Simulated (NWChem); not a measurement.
System: CH$_{5}$NOSi$_{2}$; SMILES O=C=N[SiH2][SiH3]

Here is an NWChem input.

```
start job
memory heap 200 mb stack 900 mb global 1100 mb
geometry units angstroms noautoz
  O      0.563248    -3.277938     0.002585
  C      0.098007    -2.194202    -0.000865
  N     -0.382265    -1.095209    -0.005112
  Si    -0.968160     0.526231    -0.000290
  Si     0.820746     2.052744     0.000468
  H     -1.821722     0.712967    -1.203561
  H     -1.817882     0.708011     1.206546
  H      1.664206     1.870317    -1.211990
  H      1.669544     1.862638     1.207980
  H      0.282816     3.441959     0.005972
end
basis spherical
  * library def2-tzvp
end
dft
  xc xpbe96 cpbe96
  iterations 150
  semidirect filesize 400000000
  mulliken
end
task dft energy
```

Geometry: optimised at B3LYP/6-31G* (spherical d).

Problem. What results follow from this input? (PBE/def2-TZVP.) Quantities: energy (Ha); highest occupied level (eV); orbital gap (eV); dipole (D).

Solution. 
- energy (Ha): -749.70
- highest occupied level (eV): -6.90
- orbital gap (eV): 5.58
- dipole (D): 2.18
